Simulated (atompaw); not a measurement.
**Before and after: PAW (atompaw) potential for Ar (Z = 18)**

| Quantity | Value |
| --- | --- |
| Element | Ar (Z = 18) |
| Generator | atompaw 4.2.0.5 |
| Type | PAW |
| Functional | PBE |
| Relativity | scalar-relativistic |
| Frozen core | [Ne] |
| Valence charge | 8 |
| Reference configuration | 3s2 3p6 |
| Partial waves | 3s (bound): rc 1.10 bohr; 3s channel at 2.4 Ry: rc 1.10 bohr; 3p (bound): rc 1.20 bohr; 3p channel at 1.85 Ry: rc 1.20 bohr; 3d channel at 0.25 Ry: rc 0.95 bohr; 3d channel at 1.25 Ry: rc 0.95 bohr |
| Local potential | troulliermartins scheme with l = 3 at -0.5 Ry, radius 1.20 bohr |
| Core correction | smooth core density matched at 0.95 bohr |
| Augmentation charge | besselshape compensation charge, radius 1.05 bohr; PAW radius 1.20 bohr; waves and projectors: custom rrkj gramschmidtortho |

All-electron outer shells of the reference configuration (PBE, scalar-relativistic, ld1.x):

| shell | level (eV) | outermost node (bohr) | outermost maximum (bohr) |
| --- | --- | --- | --- |
| 2s | -296.99 | 0.12 | 0.34 |
| 2p | -229.89 | – | 0.28 |
| 3s | -24.29 | 0.52 | 1.17 |
| 3p | -10.27 | 0.49 | 1.30 |

Change: augmentation besselshape compensation charge, radius 1.05 bohr; PAW radius 1.20 bohr; waves and projectors: custom polynom vanderbiltortho.

Cutoffs: the cutoffs (Ry, on a coarse ladder) from which the occupation-weighted sum of valence levels, in a spherical-Bessel basis at the reference potential, stays within 10 and 1 mRy of its value at 400 Ry; they do not see the model core or the augmentation charge, which bear on the density cutoff.

Question: What does the change do?

Answer: The potential gets harder (35 Ry and 70 Ry → 45 Ry and 80 Ry); a bound ghost appears in s, which as a rule spoils a file.

```tsv
quantity	base	changed
cutoff, loose	35 Ry	45 Ry
cutoff, tight	70 Ry	80 Ry
loose cutoff by channel (10 mRy a level)	s 30 Ry, p 18 Ry	s 40 Ry, p 15 Ry
bound ghosts	none	s
s: phases at 1.21 bohr within 0.05 rad from the reference energy up to (Ry; the scan ends near 5)	to the end of the scan	to the end of the scan
p: phases at 1.21 bohr within 0.05 rad from the reference energy up to (Ry; the scan ends near 5)	to the end of the scan	to the end of the scan
d: phases at 1.21 bohr within 0.05 rad from the reference energy up to (Ry; the scan ends near 5)	to the end of the scan	to the end of the scan
lowest overlap eigenvalue by channel	s 0.50, p 0.73, d 0.95	s 0.29, p 0.65, d 0.97
```

 A true bound ghost makes a file unfit for plane-wave use even where its test errors are small: the radial tests pick states by their node count and pass the ghost by. The cutoffs see the waves, projectors and local potential, not the compensation charge or the core.
